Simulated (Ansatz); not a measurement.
Geometry optimisation, RKS PBE0-D4/def2-SVP (Ansatz 0.2.0).

input.yaml

```yaml
crystal:
  periodic: [false, false, false]
  atoms:
    - { symbol: C, position_ang: [0.0383, 0.8814, 0.3417] }
    - { symbol: C, position_ang: [-0.3258, -0.402, -0.2816] }
    - { symbol: S, position_ang: [-1.99449, -0.68031, -0.8276] }
    - { symbol: Se, position_ang: [1.19998, -1.95183, -0.39847] }
    - { symbol: H, position_ang: [0.3563, 0.7944, 1.3534] }
    - { symbol: H, position_ang: [-0.9268, 1.5672, 0.3355] }
    - { symbol: H, position_ang: [0.7994, 1.434, -0.2682] }
    - { symbol: H, position_ang: [-2.38655, -1.15304, 0.50934] }
basis:
  gaussian: { orbitals: def2-SVP }
hamiltonian:
  xc: pbe0
  dispersion: d4
relax:
  f_tol: 0.015
  max_steps: 40
```

Launched with:

```bash
$ ansatz run input.yaml --threads 2 --pin off --max-ram 3072MiB --backend cpu --events-out ev --progress --plain --runs-dir out
```

Problem. Where does it end, and by what steps?

Solution. The forces met the threshold. The force dipped under the threshold on the way, but the program's further checks kept it going. After 25 steps the energy has fallen by 2.424 eV; S3 moved furthest, 0.99 Å.

| step | energy less start (eV) | largest force component (eV/Å) | accepted |
| --- | --- | --- | --- |
| 0 | 0.0000 | 3.784 | yes |
| 1 | -1.5237 | 2.408 | yes |
| 2 | -1.6428 | 3.453 | yes |
| 3 | -1.6876 | 2.266 | yes |
| 4 | -1.9381 | 0.969 | yes |
| 5 | -2.0734 | 0.838 | yes |
| 6 | -2.2233 | 0.557 | yes |
| 7 | -2.3223 | 0.410 | yes |
| 8 | -2.3688 | 0.167 | yes |
| 9 | -2.3670 | 0.295 | no |
| 10 | -2.3713 | 0.065 | yes |
| 11 | -2.3735 | 0.020 | yes |
| 12 | -2.3744 | 0.045 | yes |
| 13 | -2.3808 | 0.058 | yes |
| 14 | -2.3792 | 0.362 | no |
| 15 | -2.3858 | 0.063 | yes |
| 16 | -2.3924 | 0.231 | yes |
| 17 | -2.3913 | 0.506 | no |
| 18 | -2.3992 | 0.147 | yes |
| 19 | -2.4064 | 0.077 | yes |
| 20 | -2.4095 | 0.274 | yes |
| 21 | -2.4211 | 0.038 | yes |
| 22 | -2.4229 | 0.089 | yes |
| 23 | -2.4130 | 0.292 | no |
| 24 | -2.4237 | 0.003 | yes |
| 25 | -2.4237 | 0.009 | yes |

```xyz
8
Properties=species:S:1:pos:R:3
C -0.045 0.794 0.328
C -0.174 -0.572 -0.271
S -1.721 -1.355 -0.163
Se 1.156 -1.426 -1.077
H -0.272 0.764 1.407
H -0.761 1.490 -0.141
H 0.973 1.176 0.186
H -2.396 -0.381 0.496
```

The run took 68 s on 2 threads of Intel(R) Xeon(R) Platinum 8259CL CPU @ 2.50GHz (Skylake/Cascade Lake), with other jobs on the host, peak memory 0.23 GiB.
